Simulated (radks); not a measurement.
Values are calculated unless marked as measured or tabulated.
Spherical quantum dot in the effective-mass picture: electrons in a hard-walled sphere of radius 1.53, with a point charge +1 (a donor) at the centre, all in effective atomic units (hartree* = m*/eps^2 hartree, bohr* = eps/m* bohr), one dielectric constant everywhere. Level of theory: non-relativistic Kohn-Sham, PBEsol, spin-polarised, spherical densities (a radial shooting solver with Libxc functionals). Levels are named by radial order and angular momentum (1s, 1p, 1d, 2s, ...), and open shells are averaged over m. Results are scaled to m* = 0.128 and eps = 11.8, for which hartree* = 25.01 meV and bohr* = 4.878 nm. Each electron was tried in the lowest free levels, single moves between levels near the top were tried too, and the lowest total energy was kept; such a search can miss a lower state. At N = 1 the Hartree and exchange-correlation terms need not cancel, so that row can carry a self-interaction error.

N,open shells,2S,E (meV),mu = E(N) - E(N-1) (meV),addition energy mu(N+1) - mu(N) (meV),e(HOMO) (meV)
1,"1s(up 1, down 0)",1,10.5309,10.531,30.72,22.182
2,none,0,51.7814,41.250,83.93,52.605
3,"1p(up 1, down 0)",1,176.959,125.18,21.17,135.54
4,"1p(up 2, down 0)",2,323.308,146.35,21.97,157.27
5,"1p(up 3, down 0)",3,491.626,168.32,29.12,179.41
6,"1p(up 3, down 1)",2,689.067,197.44,20.75,207.63
7,"1p(up 3, down 2)",1,907.259,218.19,21.46,228.86
8,none,0,1146.91,239.65,86.21,250.49
9,"1d(up 1, down 0)",1,1472.78,325.86,20.46,336.05
10,"1d(up 2, down 0)",2,1819.10,346.32,20.63,356.61
11,"1d(up 3, down 0)",3,2186.04,366.95,20.73,377.30
12,"1d(up 4, down 0)",4,2573.72,387.68,20.79,398.06
13,"1d(up 5, down 0)",5,2982.19,408.47,27.10,418.87
14,"1d(up 5, down 1)",4,3417.76,435.57,20.17,445.62
15,"1d(up 5, down 2)",3,3873.50,455.74,20.34,465.89
16,"1d(up 5, down 3)",2,4349.58,476.08,20.45,486.29
17,"1d(up 5, down 4)",1,4846.11,496.53,20.51,506.77
18,none,0,5363.15,517.04,59.81,527.31
19,"2s(up 1, down 0)",1,5940.00,576.85,31.92,590.07
20,none,0,6548.78,608.78,46.85,621.92
21,"1f(up 1, down 0)",1,7204.40,655.62,19.89,665.56
22,"1f(up 2, down 0)",2,7879.91,675.52,19.93,685.48
23,"1f(up 3, down 0)",3,8575.36,695.45,19.96,705.42
24,"1f(up 4, down 0)",4,9290.77,715.41,19.98,725.40
25,"1f(up 5, down 0)",5,10026.2,735.39,20.00,745.39
26,"1f(up 6, down 0)",6,10781.6,755.39,20.01,765.39
27,"1f(up 7, down 0)",7,11556.9,775.40,25.64,785.40
28,"1f(up 7, down 1)",6,12358.0,801.03,19.71,810.88
29,"1f(up 7, down 2)",5,13178.7,820.74,19.75,830.61
30,"1f(up 7, down 3)",4,14019.2,840.50,19.78,850.38
31,"1f(up 7, down 4)",3,14879.5,860.28,19.81,870.18
32,"1f(up 7, down 5)",2,15759.6,880.09,-,890.00

All shells are closed at N = 2, 8, 18, 20 (there: 1s2 1p6 1d10 2s2); the second difference of the energy has clear peaks (12 % above both neighbours; the first and last values, which can be the largest, are not judged, and half-filled shells can peak too) at N = 2, 5, 8, 13, 18, 20, 27.
